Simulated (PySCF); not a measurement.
**Two-dimensional NMR puzzle**

Compound of formula C₄H₁₁NSi. Correlations simulated from computed shifts and the bond graph:

HSQC (one-bond C–H):
```tsv
δH	δC
6.29	145.4
4.04	85.6
3.98	85.6
3.26	43.8
1.16	12.6
```

COSY cross peaks (H two or three bonds apart, from the bond graph; peaks can be absent where the dihedral angle is near 90°):
```tsv
δH	δH
6.29	4.04
6.29	3.98
4.04	3.98
3.26	1.16
```

HMBC (two and three bonds, from the bond graph):
```tsv
δH	δC
6.29	85.6, 43.8
4.75	145.4, 43.8
4.04	145.4
3.98	145.4
3.26	145.4, 12.6
1.16	43.8
```

How the numbers were obtained: geometry from GFN2-xTB, NMR shieldings at PBE0/pcSseg-1/GIAO, in PySCF 2.14 (no solvent, one computed conformer, averaged over atoms made equivalent by symmetry, fast rotation or ring inversion, relativity neglected).

Scale: 1H (σref 31.72), 13C (σref 186.93) against TMS (reference shieldings calculated alike).

Exchangeable hydrogens are left out of these lists.

Assemble the structure.

Results:

`C=CN([SiH3])CC`.

Atom-mapped SMILES (the numbers label the heavy atoms): `[CH2:1]=[CH:2][N:3]([SiH3:4])[CH2:5][CH3:6]`; H(Xn) means a hydrogen on atom n. Ha(C1) is cis to N3; Hb(C1) is trans to N3.

δC 145.4 is C2, an alkene carbon bearing nitrogen (δH 6.29). δC 85.6 is C1, a β carbon of an enol-ether or enamine type C=C (δH 4.04, 3.98). δC 43.8 is C5, an sp3 CH2 bonded to N (δH 3.26). δC 12.6 is C6, a methyl carbon (δH 1.16). COSY links 6.29–4.04, 6.29–3.98, 4.04–3.98, 3.26–1.16.

The data come from this structure; uniqueness wasn't tested.

Shifts are as computed. Against solution values, carbons near 30 ppm lie about +3 ppm off and those near 130 ppm about +5 ppm. Of 1211 compounds with measured shifts, 218 miss one by over three times the rms of a fit or turn the order of signals round; such compounds aren't used in these exercises.
